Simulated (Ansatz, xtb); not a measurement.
## C2H7FSi3: which of two isomers lies lower

Structure I is `C#C[Si@@H]([SiH3])[SiH2]F`, a singlet and structure II is `C#C[SiH2][SiH2][SiH2]F`, a singlet. Both are isolated molecules in the gas phase, relaxed with B3LYP/def2-SVP; each stands in its lowest conformer found.

Question: Which of the two would you expect CCSD(T)/def2-SVP + ΔMP2/def2-TZVPP electronic energies to favour?

Answer: Too close to call at this level: CCSD(T)/def2-SVP + ΔMP2/def2-TZVPP gives E(II) − E(I) = −0.02 kcal/mol.

Level by level:

```tsv
level	geometry	E(II) − E(I) (kcal/mol)	departure from the last row (kcal/mol)	job, with rough time for the two
B3LYP/def2-SVP	B3LYP/def2-SVP	−0.16	−0.13	optimisation, 2.6 min
HF/def2-SVP	B3LYP/def2-SVP	−0.28	−0.26	part of the CCSD(T) run
MP2/def2-SVP	B3LYP/def2-SVP	−0.16	−0.14	part of the CCSD(T) run
CCSD(T)/def2-SVP	B3LYP/def2-SVP	−0.26	−0.24	single point
CCSD(T)/def2-SVP + ΔMP2/def2-TZVPP	B3LYP/def2-SVP	−0.02		single point, 71 s
```

As drawn, both hold the same kinds of bond in the same numbers.

The largest departure from CCSD(T)/def2-SVP + ΔMP2/def2-TZVPP is that of HF/def2-SVP, 0.26 kcal/mol. Levels run at GFN2-xTB geometries aren't shown. The last row adds to CCSD(T) the change of the MP2 difference between the two basis sets, here +0.24 kcal/mol.

With thermal terms from frequencies at re-optimised GFN2-xTB minima (ideal gas, soft modes damped towards free rotors, one conformer each, 298.15 K, 1 atm): on the last row, ΔE + ΔZPE = +0.10, ΔH = −0.11, ΔG = +0.39 kcal/mol.

The correlated steps freeze 18 core orbitals. Mirror images aren't counted in ΔG. Codes used: Ansatz 0.2.0, xtb 6.7.1; the last row on 2 threads of Intel(R) Xeon(R) Platinum 8259CL CPU @ 2.50GHz (Skylake/Cascade Lake) on a shared host.
